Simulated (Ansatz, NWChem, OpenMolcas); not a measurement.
## How basis sets differ on CH7FSi2 (SMILES F[SiH2]C[SiH3])

CH7FSi2: 11 atoms, total charge 0, spin state singlet. As SMILES, `F[SiH2]C[SiH3]`. Geometry: relaxed at PBE0-D4/def2-TZVP. This is one conformer, not always the lowest.

Quantity: the HOMO–LUMO gap, in eV. The values are calculated.

```tsv
level	kind	program	value (eV)	CPU time
HF/ANO-RCC-MB (DKH2)	Hartree–Fock	OpenMolcas	19.12	5.8 s
HF/ANO-XS-MB (DKH2)	Hartree–Fock	OpenMolcas	18.74	2.6 s
HF/STO-3G	Hartree–Fock	Ansatz	22.18	0.41 s
HF/3-21G	Hartree–Fock	Ansatz	16.29	0.95 s
HF/6-31G* (spherical functions)	Hartree–Fock	Ansatz	15.84	2.6 s
HF/def2-SVP	Hartree–Fock	NWChem	16.14	17 s
```

The values span 15.84 to 22.18 eV. A Hartree–Fock LUMO above zero doesn't converge with the basis: it sinks as sets grow more diffuse. Orbital gaps aren't excitation energies. Times are those of the runs behind each value, whatever else they computed, on shared processors of several kinds: orders of magnitude only.
